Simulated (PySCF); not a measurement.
F5OSi2, SMILES F[Si](F)O[Si](F)(F)F, multiplicity 2. Atoms are numbered in the order given.

```xyz
8

F      2.3387    -0.9509     0.7733
Si     1.6964    -0.3659    -0.5830
F      2.6010     0.8804    -1.0480
O      0.2001     0.2219    -0.2306
Si    -1.3521     0.1202     0.2079
F     -1.5909     0.8735     1.5871
F     -1.7844    -1.4032     0.3769
F     -2.2780     0.7851    -0.9009
```
Charge 0, spin multiplicity 2.

Geometry: PBE0-D3(BJ)/def2-SVP. The isomer is the one that the SMILES or the coordinates give; other isomers of the formula were not compared. One conformer was computed; it need not be the lowest.

The numbers are results of PBE/def2-TZVP in PySCF, not measurements.

Atomic charges (e):

| atom | Mulliken | meta-Löwdin | Mulliken spin |
|---|---|---|---|
| F1 | -0.24 | -0.45 | 0.04 |
| Si2 | 0.59 | [?] | 0.85 |
| F3 | -0.24 | -0.45 | 0.04 |
| O4 | -0.18 | [?] | 0.04 |
| Si5 | 0.81 | [?] | 0.02 |
| F6 | -0.24 | -0.46 | 0.00 |
| F7 | -0.25 | -0.46 | 0.00 |
| F8 | -0.24 | -0.46 | 0.00 |

**Question.** Fill in the missing entries. (The exact figures need the calculation; the answer reports its results.)

**Answer.** 
- Si2, meta-Löwdin: 1.30
- O4, meta-Löwdin: -0.78
- Si5, meta-Löwdin: 1.75

**Question.** Give the Mayer and Wiberg (Löwdin basis) orders of the bonds. (An estimate is asked for; the answer gives what the named calculation found.)

**Answer.** 
| bond | Mayer | Wiberg |
|---|---|---|
| F1–Si2 | 1.19 | 1.81 |
| Si2–F3 | 1.20 | 1.82 |
| Si2–O4 | 1.15 | 1.62 |
| O4–Si5 | 1.21 | 1.59 |
| Si5–F6 | 1.23 | 1.78 |
| Si5–F7 | 1.21 | 1.77 |
| Si5–F8 | 1.22 | 1.78 |
